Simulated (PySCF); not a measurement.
# Fractional electron number in Zn (zinc, neutral)

The 4s beta orbital of [Ar] 3d10 4s2 is emptied in steps (occupation f), with all orbitals relaxed, ending at [Ar] 3d10 4s1. All numbers are calculated (PySCF 2.14, no relativity, point nucleus, in aug-pcseg-2). The exact energy is a straight line in f; departures are measured from the line between the end points of the same method.

```tsv
f	UHF (eV)	LDA (eV)	PBE (eV)
1	0.000	0.000	0.000
0.9	0.029	-0.327	-0.321
0.7	0.064	-0.767	-0.755
0.5	0.072	-0.918	-0.905
0.3	0.058	-0.774	-0.766
0.1	0.024	-0.333	-0.330
0	0.000	0.000	0.000
```

```
method  E(f=0) − E(f=1) (eV)  −ε at f=1 (eV)  −ε at f=0.5 (eV)
   UHF                 7.650           7.985             7.632
   LDA                 9.686           6.067             9.666
   PBE                 9.381           5.831             9.347
```

Orbital energy along the path (eV):

```csv
f,UHF,LDA,PBE
1,-7.985,-6.067,-5.831
0.9,-7.900,-6.770,-6.516
0.7,-7.755,-8.203,-7.914
0.5,-7.632,-9.666,-9.347
0.3,-7.526,-11.149,-10.815
0.1,-7.434,-12.640,-12.310
0,-7.391,-13.387,-13.034
```

Reference removal energy between the ground levels: 9.394 eV (measured; NIST Atomic Spectra Database, ionization energies). UHF lacks correlation.
